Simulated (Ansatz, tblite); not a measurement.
Isomers of B3W3 (doublet), found by a short tight-binding search and relaxed with PBE-D4/def2-SVP in Ansatz.

In the def2 sets W takes a core potential; there is no spin–orbit coupling. The xTB rows come from tblite.

Run but left out: HF/def2-SVP, HF/def2-TZVP, PBE-QIDH/def2-TZVP, MP2/def2-SVP, MP2/def2-TZVP, CCSD/def2-SVP, CCSD(T)/def2-SVP (A: ⟨S²⟩ 1.23 to 2.89, where a pure state has 0.75).

A further structure is left out (at the level of its geometry, ⟨S²⟩ 1.80, where a pure state has 0.75); at PBE0-D4/def2-TZVP its energy lies 3.01 eV above the lowest shown.

A: At BHLYP-D4/def2-TZVP the charge 0 doublet is spin-contaminated (final ⟨S²⟩ up to 0.84, 0.75 for a pure state). B: At r2SCAN-D4/def2-TZVP, PBE0-D4/def2-SVP, PBE0-D4/def2-TZVP, BHLYP-D4/def2-TZVP and others the charge 0 doublet is spin-contaminated (final ⟨S²⟩ up to 1.04, 0.75 for a pure state). C: At r2SCAN-D4/def2-TZVP, BHLYP-D4/def2-TZVP, CAM-B3LYP-D4/def2-TZVP the charge 0 doublet is spin-contaminated (final ⟨S²⟩ up to 0.92, 0.75 for a pure state).

Other spin states weren't relaxed.

A:

```xyz
6

W    -0.013   -1.427    0.270
W     1.565    0.201   -0.571
W    -0.627    1.218   -0.481
B    -0.328   -0.519   -1.559
B    -1.146    0.062    1.155
B     0.550    0.465    1.188
```

B:

```xyz
6

W    -1.628   -0.137    0.796
W     1.321    0.640    0.332
W     0.148   -1.274   -0.441
B    -0.595    0.883   -0.658
B     0.601    0.325   -1.692
B     0.154   -0.437    1.663
```

C:

Cartesian coordinates in Å:
```
W -0.9808 -1.1666 0.7661
W -0.7937 -0.4960 -1.4759
W -0.3472 1.1120 0.8321
B 1.0059 -0.3198 1.3393
B 0.2088 1.2165 -1.1548
B 0.9070 -0.3461 -0.3068
```

Problem. Estimate their order by electronic energy at PBE0-D4/def2-TZVP, counted from the lowest.

Solution. A (0.0) < C (73.1) < B (133.0), in kJ/mol.

Problem. Do the other levels pick the same lowest one?

Solution. Not GFN2-xTB. Energies above each level's lowest (kJ/mol):

```csv
level,A,B,C
GFN1-xTB,0.0,115.8,178.3
GFN2-xTB,38.9,0.0,39.7
PBE-D4/def2-SVP,0.0,113.6,50.6
PBE-D4/def2-TZVP,0.0,113.4,52.6
r2SCAN-D4/def2-TZVP,0.0,127.7,67.8
PBE0-D4/def2-SVP,0.0,133.0,70.6
PBE0-D4/def2-TZVP,0.0,133.0,73.1
BHLYP-D4/def2-TZVP,0.0,130.3,81.3
CAM-B3LYP-D4/def2-TZVP,0.0,129.6,73.7
```
Point groups (tolerance 0.1 Å): A Cs, B not assigned, C not assigned. A and B have the same bonds, so they are conformers or stereoisomers. Lower isomers may exist.
